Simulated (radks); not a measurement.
Isoelectronic series with 38 electrons, all held in the configuration [Kr] 5s2, which need not be the ground one along the series. Calculated with a radial shooting solver on a logarithmic mesh with Libxc functionals: Dirac Kohn-Sham, PBE, spin-unpolarised, spherical densities, finite nucleus; Fermi nuclear charge, rms radius of each element as measured or else 0.836 A^(1/3) + 0.57 fm. Total energies (hartree) and mean radii <r> (bohr):

ion    E (hartree)   5s1/2   4p3/2   4p1/2   4s1/2
Sr     -3179.76593   4.333   1.579   1.545   1.357
Nb3+   -3817.91901   2.668   1.252   1.226   1.131
Ru6+   -4521.07224   2.058   1.050   1.028  0.9717
Ag9+   -5289.92608   1.703  0.9092  0.8885  0.8535
Sn12+  -6125.41015   1.463  0.8039  0.7841  0.7616
I15+   -7028.63196   1.286  0.7217  0.7023  0.6877
Ba18+   -8000.8560   1.149  0.6553  0.6360  0.6268
Pr21+   -9043.5112   1.039  0.6004  0.5810  0.5756
Sm24+  -10158.1577  0.9490  0.5541  0.5346  0.5319
Tb27+  -11346.6543  0.8730  0.5145  0.4947  0.4940
Er30+  -12610.8613  0.8080  0.4802  0.4600  0.4608
